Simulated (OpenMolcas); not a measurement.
**neutral cobalt: CASPT2 settings compared**

* Program: OpenMolcas
* Basis: ANO-R3 [8s5p5d3f2g1h]
* Scalar Hamiltonian: X2C, finite nucleus
* Active space: 9 electrons in 6 orbitals (3d 4s)
* State averaging: 2S+1 = 4 even, 20 roots; 2S+1 = 2 even, 52 roots kept (CI in the orbitals of an earlier block)
* Spin-orbit coupling: state interaction with AMFI integrals over the reference wave functions, term energies averaged over their components

Methods on the same reference wave functions:
A. CASSCF
B. SS-CASPT2, IPEA 0.5 Eh, imaginary shift 0.5 Eh (closed shells correlated: 3s 3p)
C. SS-CASPT2, IPEA 0.4 Eh, imaginary shift 0.1 Eh (closed shells correlated: 3s 3p)
D. MS-CASPT2, IPEA 0.4 Eh, imaginary shift 0.1 Eh (closed shells correlated: 3s 3p)
E. XMS-CASPT2, IPEA 0.5 Eh, no level shift (closed shells correlated: 3s 3p)

Energies in cm-1 above 3d7 4s2 4F 9/2, the measured ground level; measured values from NIST Handbook of Basic Atomic Spectroscopic Data.

| Level | A | B | C | D | E | Measured |
| --- | --- | --- | --- | --- | --- | --- |
| 3d7 4s2 4F 9/2 | 0.0 | 0.0 | 0.0 | 0.0 | 0.0 | 0.0 |
| 3d7 4s2 4F 7/2 | 767 | 769 | 769 | 769 | 764 | 816 |
| 3d7 4s2 4F 5/2 | 1332 | 1332 | 1332 | 1333 | 1330 | 1407 |
| 3d7 4s2 4F 3/2 | 1721 | 1717 | 1717 | 1718 | 1719 | 1809 |
| 3d8 4s 4F 9/2 | 13853 | 6050 | 6100 | 6100 | 13090 | 3483 |
| 3d8 4s 4F 7/2 | 14562 | 6750 | 6790 | 6790 | 13790 | 4143 |
| 3d8 4s 4F 5/2 | 15140 | 7330 | 7370 | 7370 | 14370 | 4690 |
| 3d8 4s 4F 3/2 | 15553 | 7740 | 7790 | 7790 | 14780 | 5076 |
| 3d7 4s2 2G 9/2 | 17790 | 16310 | 16140 | 16130 | 19490 |  |
| 3d7 4s2 4P 5/2 | 17937 | 14730 | 14560 | 14560 | 15790 | 13795 |
| 3d7 4s2 4P 3/2 | 18192 | 14940 | 14770 | 14770 | 16080 | 14036 |
| 3d7 4s2 2G 7/2 | 18529 | 17050 | 16870 | 16860 | 20230 |  |
| 3d7 4s2 4P 1/2 | 18545 | 15320 | 15150 | 15150 | 16400 | 14399 |
| 3d8 4s 2F 7/2 | 19388 | 10130 | 9640 | 9640 | 17160 | 7442 |
| 3d8 4s 2F 5/2 | 20498 | 11220 | 10730 | 10730 | 18250 | 8461 |
| 3d7 4s2 2P 3/2 | 23420 | 19320 | 19090 | 19120 | 23030 |  |
| 3d7 4s2 2H 11/2 | 23733 | 22160 | 22030 | 22030 | 25330 |  |
| 3d7 4s2 2P 1/2 | 24173 | 19960 | 19730 | 19530 | 23710 |  |
| 3d7 4s2 2H 9/2 | 24376 | 22810 | 22670 | 22670 | 25970 |  |
| 3d7 4s2 2D 3/2 [60 %] | 26626 | 23280 | 23070 | 23800 | 27750 |  |
| 3d8 4s 2D 3/2 [66 %] | 30749 | 18840 | 18650 | 17960 | 25310 |  |
| 3d8 4s 4P 3/2 | 32254 | 20010 | 19840 | 19800 | 26080 | 15774 |
| 3d8 4s 4P 1/2 | 32438 | 20170 | 19990 | 19990 | 26200 | 16196 |

Deviations, from unrounded energies. A percentage is the sum of absolute deviations over the sum of measured energies, with the sign that they share, or ± where signs differ.

```tsv
Against measurement	Levels	A	B	C	D	E
mean absolute deviation (cm-1)	14	7900	1900	1800	1800	6100
fine structure of the ground term (%)	3	-5.3	-5.3	-5.3	-5.3	-5.4
other terms of the ground configuration (%)	3	+29.5	+6.5	+5.3	+5.3	+14.3
other configurations (%)	8	+150.8	+37.0	+35.2	+35.2	+120.2
```

C, D lie about equally close to measurement and A furthest from it. The largest miss of D in the table is 3d8 4s 4P 3/2, by +4000 cm-1. The ranking rests on the paired levels alone, and a cruder setting can come out closer through cancelling errors.

Among B to E the level of the table that moves most is 3d8 4s 2F 5/2, by 7500 cm-1 (lowest in D, highest in E). Moves below CASPT2's spread within the term are not significant.

The mean deviations of B to E differ by less than CASPT2's widest spread within a term (4900 cm-1), so their order carries little weight.

From A to B the spin-free energies of the other terms of 3d7 4s2 shown, above 4F, scale by factors of 0.82 to 0.93, as is usual when dynamic correlation screens the repulsion within a d or f shell.

The lowest spin-free term lies below A's lowest term by 0.785 hartree in B, 0.791 hartree in C, 0.791 hartree in D, 0.844 hartree in E.

CASPT2 breaks the degeneracy within a term, and the mean is taken; among the terms shown or strongly mixed into the levels shown the widest spread is 4900 cm-1 (3d7 4s2 4F, E). Terms from blocks run as CI alone lack orbitals of their own. A single d shell beside an s shell can misplace configurations of different d count against each other. The CASPT2 spread within a term exceeds the gap to the next term for 3d7 4s2 2H and 3d7 4s2 2D, so the order of their levels is uncertain (figures for B; the like holds for C, D, E). Without dynamic correlation excited terms often stand tens of per cent too high (terms of higher spin than the ground term too low), and those without a measured partner can miss by more than the paired ones (holds for A). Computed and measured levels are paired by configuration, term and J; levels that our copy of the source lacks, or whose pairing is in doubt (as where it misses far off the trend of its configuration), stay unpaired and out of the deviations. Only configurations of the active space appear. Levels that lie high or do not pair safely by name in every column are left out.

A share in square brackets marks a mixed level and gives the weight of the term that names it, the lowest over the columns.
